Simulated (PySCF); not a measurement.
Precursor series metal swap MX4 OH. All species are isolated molecules in the gas phase. One relaxed conformer stands for each flexible species; it need not be the lowest.

The numbers are results of PBE-D3(BJ)/def2-TZVP // BP86-D3(BJ)/def2-SVP in PySCF, not measurements. All candidates: neutral, multiplicity 1. 

| Quantity | Value |
|---|---|
| HOMO | -7.32 eV |
| LUMO | -2.24 eV |
| HOMO–LUMO gap | 5.08 eV |

Problem. Say which member has these values.
A. [Ti(OH)4]
B. [Mo(=O)(OH)4]
C. [W(=O)2(OH)2]
D. [Mo(=O)2(OH)2]

Solution. A, [Ti(OH)4]. The others give [Mo(=O)2(OH)2]: -7.40 eV, -3.30 eV, 4.10 eV; [W(=O)2(OH)2]: -7.19 eV, -2.68 eV, 4.51 eV; [Mo(=O)(OH)4]: -7.56 eV, -4.54 eV, 3.02 eV
